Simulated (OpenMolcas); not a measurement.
Rh3+ (d6) on a cation site of an ionic host was computed by SS-CASPT2, IPEA 0.25 Eh, imaginary shift 0.1 Eh with the d shell active (OpenMolcas, ANO-RCC-VTZP on the metal). Its lowest spin-free states, and all those of the highest spin:

```json
{"2S+1": "1", "Degeneracy": "1", "E (cm-1)": "0"}
{"2S+1": "3", "Degeneracy": "3", "E (cm-1)": "14100"}
{"2S+1": "3", "Degeneracy": "3", "E (cm-1)": "17510"}
{"2S+1": "1", "Degeneracy": "3", "E (cm-1)": "18670"}
{"2S+1": "5", "Degeneracy": "3", "E (cm-1)": "20660"}
{"2S+1": "1", "Degeneracy": "3", "E (cm-1)": "25700"}
{"2S+1": "3", "Degeneracy": "3", "E (cm-1)": "33310"}
{"2S+1": "3", "Degeneracy": "3", "E (cm-1)": "33320"}
{"2S+1": "3", "Degeneracy": "2", "E (cm-1)": "35810"}
{"2S+1": "3", "Degeneracy": "3", "E (cm-1)": "36150"}
{"2S+1": "3", "Degeneracy": "3", "E (cm-1)": "37500"}
{"2S+1": "1", "Degeneracy": "3", "E (cm-1)": "38210"}
{"2S+1": "5", "Degeneracy": "2", "E (cm-1)": "42760"}
```

Problem. Is the site octahedral, tetrahedral or cube-like, axial, or of lower symmetry?

Solution. The states with 2S+1 = 5 have orbital degeneracies 3, 2. Threefold states need a cubic site. For d6 at this spin an octahedron puts the threefold T2 below the twofold E and a tetrahedron or cube puts the twofold E below the threefold T2, so the site is octahedral. The first gap at this spin, 22100 cm-1, is |10Dq| in ligand-field theory. The run had Rh3+ with its 6 nearest fluoride ions at 2.037 Å, on the Cd site of idealised cubic KCdF3 (a = 4.302 Å, distance in the model lattice 2.151 Å). The rest of the host is ab initio model potentials to 7.6 Å, with orthogonalisation functions on the cations behind the ligands, and point charges beyond; the distance is set by hand and nothing relaxes, and no local charge compensation is placed. Ligand basis ANO-RCC-VDZP.

Roots that are degenerate in the reference are averaged as groups; the widest CASPT2 spread within a group is 110 cm-1 (the 2-fold group of multiplicity 1 near 71600 cm-1 above the lowest state of its run). Shifts and gaps below about the spread of the groups concerned are not significant. Over all roots computed the reference weight is 0.70 to 0.72; a low but even weight reflects the number of correlated electrons. The least metal-like active orbital is 81 % on the metal (Löwdin) and no ligand orbital is active, so the numbers are rough. Ligand-to-metal charge-transfer states are missing. With no ligand orbital active B as a rule stays too high, so bands that hang on it stand too high and its fall with covalency is understated. With one d shell and no ligand orbital active, 10Dq can be off by a tenth or more. No measured value stands beside these numbers; the geometry was set by hand and not optimised.
